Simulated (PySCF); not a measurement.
trans-butane (C₄H₁₀), singlet, at a GFN2-xTB geometry; PySCF with B3LYP/6-31G.

The PySCF input:
```python
from pyscf import gto, scf, dft

mol = gto.Mole()
mol.atom = '''
    C     0.699727    1.812145   -0.011762
    C     0.706754    0.288539    0.002899
    C    -0.706754   -0.288539   -0.002899
    C    -0.699727   -1.812145    0.011762
    H     1.715451    2.200964   -0.007348
    H    -1.715451   -2.200964    0.007348
    H     0.180119    2.199633    0.862117
    H     0.194253    2.182731   -0.901124
    H    -0.194253   -2.182731    0.901124
    H    -0.180119   -2.199633   -0.862117
    H     1.249124   -0.080315   -0.870905
    H     1.234992   -0.063414    0.892195
    H    -1.234992    0.063414   -0.892195
    H    -1.249124    0.080315    0.870905
'''
mol.basis = '6-31g'
mol.charge = 0
mol.spin = 0
mol.verbose = 5
mol.build()

mf = dft.RKS(mol)
mf.xc = 'b3lyp'
mf.kernel()
```

It wrote (shortened):

```
PySCF version 2.14.0

[INPUT] verbose = 5
[INPUT] max_memory = 4000
[INPUT] num. atoms = 14
[INPUT] num. electrons = 34
[INPUT] charge = 0
[INPUT] spin (= nelec alpha-beta = 2S) = 0
[INPUT] symmetry False subgroup None
[INPUT] Mole.unit = angstrom
[INPUT] Symbol           X                Y                Z      unit          X                Y                Z       unit  Magmom
[...]
[INPUT] ---------------- BASIS SET ----------------
[INPUT] l, kappa, [nprim/nctr], expnt,             c_1 c_2 ...
[INPUT] H
[...]
                                2.8253937         0.23472695
                                0.6401217         0.81375733
[...]
[INPUT] C
[...]
                                457.36951         0.0140373
                                103.94869         0.0688426
                                29.210155         0.2321844
                                9.286663          0.4679413
                                3.163927          0.362312
[...]
                                1.8812885         -0.1608542
                                0.5442493         1.1434564
[...]
                                1.8812885         0.316424
                                0.5442493         0.7443083
[...]
nuclear repulsion = 131.251166506795
number of shells = 40
number of NR pGTOs = 128
number of NR cGTOs = 56
basis = 6-31g
ecp = {}

******** <class 'pyscf.dft.rks.RKS'> ********
method = RKS
initial guess = minao
damping factor = 0
level_shift factor = 0
DIIS = <class 'pyscf.scf.diis.CDIIS'>
diis_start_cycle = 1
diis_space = 8
diis_damp = 0
SCF conv_tol = 1e-09
SCF conv_tol_grad = None
SCF max_cycles = 50
direct_scf = True
direct_scf_tol = 1e-13
XC library pyscf.dft.libxc version 7.1.2
    S. Lehtola, C. Steigemann, M. J. T. Oliveira, and M. A. L. Marques,  SoftwareX 7, 1–5 (2018)
XC functionals = b3lyp
    P. J. Stephens, F. J. Devlin, C. F. Chabalowski, and M. J. Frisch,  J. Phys. Chem. 98, 11623 (1994)
radial grids:
    Treutler-Ahlrichs [JCP 102, 346 (1995); DOI:10.1063/1.469408] (M4) radial grids

becke partition: Becke, JCP 88, 2547 (1988); DOI:10.1063/1.454033
pruning grids: <function nwchem_prune>
grids dens level: 3
symmetrized grids: False
atomic radii adjust function: <function treutler_atomic_radii_adjust>
small_rho_cutoff = 0
Set gradient conv threshold to 3.16228e-05
Initial guess from minao.
atom C rad-grids = 75, ang-grids = [ 50  50  50  50  50  50  50  50  50  50  50  50  50  50  50  50  50  50
  50  50  50  50  86  86  86  86  86  86  86  86  86  86 266 266 266 266
 266 266 302 302 302 302 302 302 302 302 302 302 302 302 302 302 302 302
 302 302 302 302 266 266 266 266 266 266 266 266 266 266 266 266 266 266
 266 266 266]
atom H rad-grids = 50, ang-grids = [ 50  50  50  50  50  50  50  50  50  50  50  50  50  50  50  86  86  86
  86 266 266 266 266 266 302 302 302 302 302 302 302 302 302 302 302 302
 302 266 266 266 266 266 266 266 266 266 266 266 266 266]
tot_boxes 2688, boxes in each direction [12 14 10]
Padding 0 grids
tot grids = 154552
nelec by numeric integration = 33.98503127500824
E1 = -467.6680061606252  E2 = 177.9310867571586  Ecoul = 203.216638060105  Exc = -25.28555130294639
init E= -158.485752896672
cond(S) = 983.4221810171412
[...]
  mo_energy =
[-10.29569182 -10.29568554 -10.29018304 -10.28954505  -0.97874873
  -0.87726326  -0.7481173   -0.67610021  -0.54118235  -0.49496648
  -0.48785011  -0.47425198  -0.42768577  -0.40365671  -0.39416184
  -0.37715035  -0.36917082   0.03782266   0.0646855    0.07863907
   0.09063451   0.11202423   0.12438328   0.13169335   0.13211848
   0.14464127   0.14521743   0.1596861    0.17777151   0.18006943
   0.45514777   0.45615594   0.50799384   0.51023874   0.51736392
   0.56014439   0.56796062   0.59654714   0.61369542   0.69091501
   0.71543167   0.79981565   0.82022941   0.83746251   0.86819908
   0.88621122   0.88967046   0.92680963   0.92781299   0.92896803
   0.92951419   0.97976664   1.10028395   1.31404165   1.39294325
   1.60504803]
[...]
[-10.1675739  -10.16743155 -10.15978711 -10.15977513  -0.79489737
  -0.72376397  -0.62817489  -0.57495173  -0.47027689  -0.42575922
  -0.41563951  -0.41089211  -0.36613472  -0.34867741  -0.32850671
  -0.3211739   -0.31595864   0.09422336   0.12233794   0.1355179
   0.14725755   0.17313783   0.18851667   0.18874841   0.19067223
   0.20261802   0.20328981   0.25135716   0.2566729    0.26276417
   0.52510957   0.53135533   0.5728985    0.57919809   0.58344038
   0.63996385   0.6688099    0.67142949   0.70641542   0.77486169
   0.8012777    0.88325221   0.90060213   0.91730911   0.95196606
   0.96768112   0.97093174   0.99775873   1.00021193   1.00907953
   1.01222062   1.05649124   1.1655957    1.38719151   1.46406804
   1.67461688]
nelec by numeric integration = 33.99993217627505
E1 = -470.9435889119502  E2 = 181.27266783645206  Ecoul = 206.7743312485156  Exc = -25.501663412063557
cycle= 5 E= -158.419754568703  delta_E= -2.81e-05  |g|= 0.00044  |ddm|= 0.00945
[...]
  mo_energy =
[-10.16744684 -10.16730448 -10.15986215 -10.15985018  -0.79493742
  -0.72378334  -0.62816988  -0.5749362   -0.47031077  -0.42575686
  -0.41563393  -0.41093139  -0.36614207  -0.34871194  -0.32854134
  -0.32119095  -0.31595593   0.09420782   0.12233807   0.13548135
   0.1472423    0.17313454   0.18852339   0.18876128   0.19064442
   0.20258502   0.20326505   0.2513414    0.25666193   0.26276392
   0.52509219   0.53132478   0.57287266   0.57920226   0.58339926
   0.63993844   0.66878005   0.67140247   0.70641636   0.77485776
   0.80126927   0.88326101   0.90058017   0.91730031   0.95197648
   0.96764876   0.97100912   0.9977943    1.0001873    1.00907312
   1.01224484   1.05645943   1.16557845   1.38714212   1.46403195
   1.67459069]
nelec by numeric integration = 33.99993217493045
E1 = -470.94392262858594  E2 = 181.27300149360784  Ecoul = 206.77462693221338  Exc = -25.50162543860554
cycle= 6 E= -158.419754628183  delta_E= -5.95e-08  |g|= 4.59e-05  |ddm|= 0.0009
[...]
  mo_energy =
[-10.16744428 -10.16730193 -10.15986019 -10.15984821  -0.79493323
  -0.72378419  -0.62816784  -0.57493074  -0.47030521  -0.42575852
  -0.41564002  -0.4109262   -0.36614176  -0.34870538  -0.3285381
  -0.32118457  -0.31595901   0.09421056   0.12233805   0.13548595
   0.1472448    0.17313272   0.18852364   0.18875895   0.19064754
   0.20258924   0.20326757   0.25134222   0.25666356   0.26276551
   0.52509463   0.53132613   0.57287212   0.57920226   0.58340202
   0.63993926   0.66878154   0.67140206   0.70641895   0.77485945
   0.80127272   0.88325917   0.90058588   0.91730419   0.9519775
   0.96765534   0.97099835   0.99778936   1.00019403   1.00907823
   1.01224484   1.05646157   1.16558137   1.38714676   1.46403552
   1.67459218]
nelec by numeric integration = 33.99993217452559
E1 = -470.94386065387357  E2 = 181.2729395180826  Ecoul = 206.77456238036825  Exc = -25.501622862285654
cycle= 7 E= -158.419754628996  delta_E= -8.13e-10  |g|= 5.02e-06  |ddm|= 0.000107
[...]
  mo_energy =
[-10.16744193 -10.16729957 -10.15985986 -10.15984788  -0.79493182
  -0.72378327  -0.6281674   -0.57493002  -0.47030431  -0.42575758
  -0.4156387   -0.41092616  -0.3661413   -0.34870541  -0.32853719
  -0.32118379  -0.31595752   0.09421094   0.1223382    0.13548633
   0.14724531   0.1731331    0.1885239    0.18875976   0.19064736
   0.20259002   0.20326787   0.25134303   0.25666405   0.26276644
   0.52509482   0.53132649   0.57287251   0.5792034    0.58340255
   0.63993944   0.66878238   0.67140284   0.70642046   0.77486014
   0.80127387   0.88325998   0.90058634   0.9173041    0.95197796
   0.9676549    0.97099957   0.99778989   1.00019373   1.00907808
   1.01224512   1.05646248   1.16558187   1.3871469    1.46403605
   1.674593  ]
nelec by numeric integration = 33.99993217475317
E1 = -470.9438227630051  E2 = 181.27290162720905  Ecoul = 206.77452192107663  Exc = -25.501620293867575
Extra cycle  E= -158.419754629001  delta_E= -5e-12  |g|= 3.86e-06  |ddm|= 1.32e-05
converged SCF energy = -158.419754629001
```
